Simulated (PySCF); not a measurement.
Correlation energy of Ca⁻ (calcium, charge -1)

[Ar] 3d1 4s2, 2D determinant. All numbers are calculated (PySCF 2.14, the spin-free X2C one-electron Hamiltonian (Gaussian nucleus), in aug-cc-pVDZ-X2C (6s5p3d, 36 functions)). Frozen: [Ar]; 3 electrons correlated.

| level | correlation energy (mhartree) |
| --- | --- |
| CCSD | -36.90 |
| (T) | -2.29 |
| CCSD(T) | -39.19 |
| CCSDT | -41.67 |

Diagnostics: T1 = 0.082, D1 = 0.1934, largest double amplitude 0.168.

The configuration of this anion was assumed by filling the next shell in order. It is not the known or likely ground configuration (Ca⁻, Sr⁻ and Ba⁻, for instance, bind a p electron), so these values are not the electron affinity of the element. T1 exceeds 0.03, a sign that the reference determinant is poor. A double-excitation amplitude exceeds 0.15, a sign of near-degeneracy.

Cost of the coupled-cluster step: roughly 0.25 core-seconds, for 3 correlated electrons.

Iterations:

```
CC2 = 0
CCSD nocc = (np.int64(2), np.int64(1)), nmo = (27, 27)
frozen orbitals [[0, 1, 2, 3, 4, 5, 6, 7, 8], [0, 1, 2, 3, 4, 5, 6, 7, 8]]
max_cycle = 100
direct = 0
conv_tol = 1e-08
conv_tol_normt = 1e-06
diis_space = 8
diis_start_cycle = 0
Init t2, MP2 energy = -0.0206955023606439
Init E_corr(UCCSD) = -0.0206955023630795
cycle = 1  E_corr(UCCSD) = -0.0281563189737586  dE = -0.00746081661  norm(t1,t2) = 0.0931072
cycle = 2  E_corr(UCCSD) = -0.0311861631931655  dE = -0.00302984422  norm(t1,t2) = 0.0565551
cycle = 3  E_corr(UCCSD) = -0.0347388379478435  dE = -0.00355267475  norm(t1,t2) = 0.0419657
cycle = 4  E_corr(UCCSD) = -0.0357907581487394  dE = -0.0010519202  norm(t1,t2) = 0.0264606
cycle = 5  E_corr(UCCSD) = -0.0370880166676541  dE = -0.00129725852  norm(t1,t2) = 0.0138916
cycle = 6  E_corr(UCCSD) = -0.0363592553399518  dE = 0.000728761328  norm(t1,t2) = 0.00622953
cycle = 7  E_corr(UCCSD) = -0.0369327606092044  dE = -0.000573505269  norm(t1,t2) = 0.00500271
cycle = 8  E_corr(UCCSD) = -0.0368449067212261  dE = 8.7853888e-05  norm(t1,t2) = 0.00167083
cycle = 9  E_corr(UCCSD) = -0.0368703220357326  dE = -2.54153145e-05  norm(t1,t2) = 0.000828722
cycle = 10  E_corr(UCCSD) = -0.0369044008657473  dE = -3.407883e-05  norm(t1,t2) = 0.000297756
cycle = 11  E_corr(UCCSD) = -0.0369022226821443  dE = 2.1781836e-06  norm(t1,t2) = 6.51017e-05
cycle = 12  E_corr(UCCSD) = -0.0369013805362942  dE = 8.4214585e-07  norm(t1,t2) = 3.00476e-05
cycle = 13  E_corr(UCCSD) = -0.0369013652142104  dE = 1.53220838e-08  norm(t1,t2) = 4.07064e-05
cycle = 14  E_corr(UCCSD) = -0.0369012901657957  dE = 7.50484146e-08  norm(t1,t2) = 2.16758e-05
cycle = 15  E_corr(UCCSD) = -0.0369012710437469  dE = 1.91220488e-08  norm(t1,t2) = 6.7041e-06
cycle = 16  E_corr(UCCSD) = -0.036901289549602  dE = -1.85058551e-08  norm(t1,t2) = 8.43695e-06
cycle = 17  E_corr(UCCSD) = -0.0369013048911281  dE = -1.53415262e-08  norm(t1,t2) = 6.1537e-06
cycle = 18  E_corr(UCCSD) = -0.0369012737547032  dE = 3.1136425e-08  norm(t1,t2) = 2.86136e-06
cycle = 19  E_corr(UCCSD) = -0.0369012668821767  dE = 6.87252651e-09  norm(t1,t2) = 1.32483e-06
cycle = 20  E_corr(UCCSD) = -0.0369012683482427  dE = -1.46606609e-09  norm(t1,t2) = 5.35854e-07
UCCSD converged
E(UCCSD) = -679.6097944481345  E_corr = -0.03690126834824274
UCCSD(T) correction = -0.00229475566653527
```
